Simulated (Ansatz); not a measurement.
Relaxation of Cl3FGaH (6 atoms, charge 0, multiplicity 1), to a largest force component of 0.03 eV/Å in at most 50 steps.

Method: Ansatz, RKS B3LYP-D4/def2-SVP.

```xyz
6
Properties=species:S:1:pos:R:3
Ga 0.019 -0.553 -0.551
Cl 0.049 -0.005 2.839
Cl 1.895 0.280 -1.104
Cl -1.874 0.225 -1.124
F 0.032 -2.021 0.362
H 0.025 -1.238 2.328
```

Task: Where does it end, and by what steps?

Result: It converged. After 8 steps the energy has fallen by 0.193 eV; Cl2 moved furthest, 0.50 Å. Joined: Ga1–Cl2 (3.43 → 2.67 Å).

```json
{"step": "0", "energy less start (eV)": "0.0000", "largest force component (eV/Å)": "0.965", "accepted": "yes"}
{"step": "1", "energy less start (eV)": "-0.0909", "largest force component (eV/Å)": "0.647", "accepted": "yes"}
{"step": "2", "energy less start (eV)": "-0.1668", "largest force component (eV/Å)": "0.631", "accepted": "yes"}
{"step": "3", "energy less start (eV)": "-0.1677", "largest force component (eV/Å)": "0.546", "accepted": "yes"}
{"step": "4", "energy less start (eV)": "-0.1823", "largest force component (eV/Å)": "0.524", "accepted": "yes"}
{"step": "5", "energy less start (eV)": "-0.1885", "largest force component (eV/Å)": "0.412", "accepted": "yes"}
{"step": "6", "energy less start (eV)": "-0.1924", "largest force component (eV/Å)": "0.050", "accepted": "yes"}
{"step": "7", "energy less start (eV)": "-0.1925", "largest force component (eV/Å)": "0.035", "accepted": "yes"}
{"step": "8", "energy less start (eV)": "-0.1925", "largest force component (eV/Å)": "0.003", "accepted": "yes"}
```

```xyz
6
Properties=species:S:1:pos:R:3
Ga 0.023 -0.491 -0.276
Cl 0.021 0.045 2.339
Cl 1.893 0.279 -0.961
Cl -1.865 0.240 -0.958
F 0.040 -2.129 0.414
H 0.034 -1.256 2.192
```

Whether the end is a true minimum wasn't checked by a vibrational analysis.

Run time: 37 s on 2 threads of Arm Neoverse V1 (shared host), peak memory 0.26 GiB.
